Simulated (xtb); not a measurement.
C$_{7}$H$_{4}$N (SMILES N#Cc1[c]cccc1), doublet, geometry from GFN2-xTB; GFN1-xTB (xtb).

xtb was given this input:
```
$ xtb mol.xyz --gfn 1 --uhf 1 --json

# file mol.xyz
12

N      3.17161584    -0.32058336    -0.09112734
C      2.02950360    -0.23243974    -0.06085103
C      0.62199741    -0.10786394    -0.02205593
C     -0.22163100    -1.18722200    -0.10613369
C     -1.57930220    -1.11218581    -0.07290941
C     -2.15218890     0.15357020     0.05588740
C     -1.34127443     1.27418791     0.14443493
C      0.03379504     1.16233144     0.10744984
H     -2.20067645    -1.99167621    -0.14269485
H     -3.22755651     0.25063167     0.08570286
H     -1.79072936     2.25154594     0.24402307
H      0.67225428     2.03131384     0.17592770
```

What the program printed (banner, timings and long lists left out):

```
   ID    Z sym.   atoms
    1    7 N      1
    2    6 C      2-8
    3    1 H      9-12

           -------------------------------------------------
          |                Calculation Setup                |
           -------------------------------------------------

           -------------------------------------------------
          |                 G F N 1 - x T B                 |
           -------------------------------------------------

          ...................................................
          :                      SETUP                      :
          :.................................................:
          :  # basis functions                  40          :
          :  # atomic orbitals                  40          :
          :  # shells                           24          :
          :  # electrons                        37          :
          :  # halogen bonds                     0          :
          :  max. iterations                   250          :
          :  Hamiltonian                  GFN1-xTB          :
          :  restarted?                      false          :
          :  GBSA solvation                  false          :
          :  PC potential                    false          :
          :  electronic temp.          300.0000000     K    :
          :  accuracy                    1.0000000          :
          :  -> integral cutoff          0.2500000E+02      :
          :  -> integral neglect         0.1000000E-07      :
          :  -> SCF convergence          0.1000000E-05 Eh   :
          :  -> wf. convergence          0.2000000E-04 e    :
          :  Broyden damping             0.4000000          :
          :  net charge                          0          :
          :  unpaired electrons                  1          :
          ...................................................

 iter      E             dE          RMSdq      gap      omega  full diag
   1    -20.3703443 -0.203703E+02  0.100E+01    2.27       0.0  T
   2    -20.3797876 -0.944333E-02  0.602E+00    2.17       1.0  T
   3    -20.3788549  0.932769E-03  0.516E-01    2.06       1.0  T
   4    -20.3808548 -0.199990E-02  0.176E-01    2.10       1.0  T
   5    -20.3811433 -0.288525E-03  0.126E-02    2.10       2.3  T
   6    -20.3811454 -0.207982E-05  0.297E-03    2.11       9.7  T
   7    -20.3811455 -0.137806E-06  0.958E-04    2.11      30.1  T
   8    -20.3811455 -0.346597E-08  0.198E-04    2.11     146.0  T
   9    -20.3811455 -0.193289E-09  0.515E-05    2.11     560.1  T

   *** convergence criteria satisfied after 9 iterations ***

         :::::::::::::::::::::::::::::::::::::::::::::::::::::
         ::                     SUMMARY                     ::
         :::::::::::::::::::::::::::::::::::::::::::::::::::::
         :: total energy             -19.989031826582 Eh    ::
         :: gradient norm              0.014418463987 Eh/a0 ::
         :: HOMO-LUMO gap              2.109537799768 eV    ::
         ::.................................................::
         :: SCC energy               -20.381145499399 Eh    ::
         :: -> electrostatic           0.015861184761 Eh    ::
         :: repulsion energy           0.397635097788 Eh    ::
         :: dispersion energy         -0.005521424972 Eh    ::
         :: halogen bond corr.         0.000000000000 Eh    ::
         :: add. restraining           0.000000000000 Eh    ::
         :: total charge               0.000000000000 e     ::
         :::::::::::::::::::::::::::::::::::::::::::::::::::::

           -------------------------------------------------
          |                Property Printout                |
           -------------------------------------------------

    * Orbital Energies and Occupations

         #    Occupation            Energy/Eh            Energy/eV
      -------------------------------------------------------------
         1        2.0000           -0.7501700             -20.4132
       ...           ...                  ...                  ...
         7        2.0000           -0.6027170             -16.4008
         8        2.0000           -0.5690657             -15.4851
         9        2.0000           -0.5596632             -15.2292
        10        2.0000           -0.5499274             -14.9643
        11        2.0000           -0.5418380             -14.7442
        12        2.0000           -0.5210671             -14.1790
        13        2.0000           -0.5071039             -13.7990
        14        2.0000           -0.5061853             -13.7740
        15        2.0000           -0.4902970             -13.3417
        16        2.0000           -0.4800565             -13.0630
        17        2.0000           -0.4581610             -12.4672
        18        2.0000           -0.4497940             -12.2395
        19        1.0000           -0.3808980             -10.3648 (HOMO)
        20                         -0.3033739              -8.2552 (LUMO)
        21                         -0.2723631              -7.4114
        22                         -0.2262063              -6.1554
        23                         -0.2037592              -5.5446
        24                         -0.1197094              -3.2575
        25                         -0.1188711              -3.2346
        26                         -0.1163220              -3.1653
        27                         -0.1020655              -2.7773
        28                         -0.0869307              -2.3655
        29                          0.1218749               3.3164
        30                          0.2069830               5.6323
       ...                                ...                  ...
        40                          1.3454203              36.6108
      -------------------------------------------------------------
                  HL-Gap            0.0775241 Eh            2.1095 eV
             Fermi-level           -0.3787410 Eh          -10.3061 eV

  Mulliken/CM5 charges         n(s)   n(p)   n(d)
     1N    -0.29424 -0.42006   1.671  3.623  0.000
     2C     0.20881  0.32872   1.063  2.728  0.000
     3C     0.01277  0.01258   1.068  2.919  0.000
     4C    -0.04184 -0.04549   1.201  2.840  0.000
     5C    -0.00925 -0.06205   1.057  2.952  0.000
     6C    -0.01127 -0.06739   1.065  2.946  0.000
     7C    -0.02854 -0.08457   1.055  2.974  0.000
     8C    -0.01171 -0.06411   1.066  2.946  0.000
     9H     0.04336  0.09983   0.957  0.000  0.000
    10H     0.04107  0.09743   0.959  0.000  0.000
    11H     0.04298  0.09954   0.957  0.000  0.000
    12H     0.04787  0.10556   0.952  0.000  0.000

Wiberg/Mayer (AO) data.
largest (>0.10) Wiberg bond orders for each atom

 ---------------------------------------------------------------------------
     #   Z sym  total        # sym  WBO       # sym  WBO       # sym  WBO
 ---------------------------------------------------------------------------
     1   7 N    2.977 --     2 C    2.817
     2   6 C    3.959 --     1 N    2.817     3 C    1.094
     3   6 C    3.989 --     4 C    1.424     8 C    1.311     2 C    1.094
                             6 C    0.108
     4   6 C    3.284 --     5 C    1.514     3 C    1.424     7 C    0.103
     5   6 C    3.993 --     4 C    1.514     6 C    1.379     9 H    0.961
                             8 C    0.114
     6   6 C    3.963 --     7 C    1.437     5 C    1.379    10 H    0.968
                             3 C    0.108
     7   6 C    3.996 --     8 C    1.467     6 C    1.437    11 H    0.965
                             4 C    0.103
     8   6 C    3.989 --     7 C    1.467     3 C    1.311    12 H    0.967
                             5 C    0.114
     9   1 H    1.009 --     5 C    0.961
    10   1 H    1.002 --     6 C    0.968
    11   1 H    1.001 --     7 C    0.965
    12   1 H    1.000 --     8 C    0.967
 ---------------------------------------------------------------------------

Topologies differ in total number of bonds
Writing topology from bond orders to xtbtopo.mol

 dipole moment from electron density (au)
     X       Y       Z
  -1.8081   0.5278   0.0840  total (Debye):    4.792

           -------------------------------------------------
          | TOTAL ENERGY              -19.989031826582 Eh   |
          | GRADIENT NORM               0.014418463987 Eh/α |
          | HOMO-LUMO GAP               2.109537799768 eV   |
           -------------------------------------------------

normal termination of xtb
```
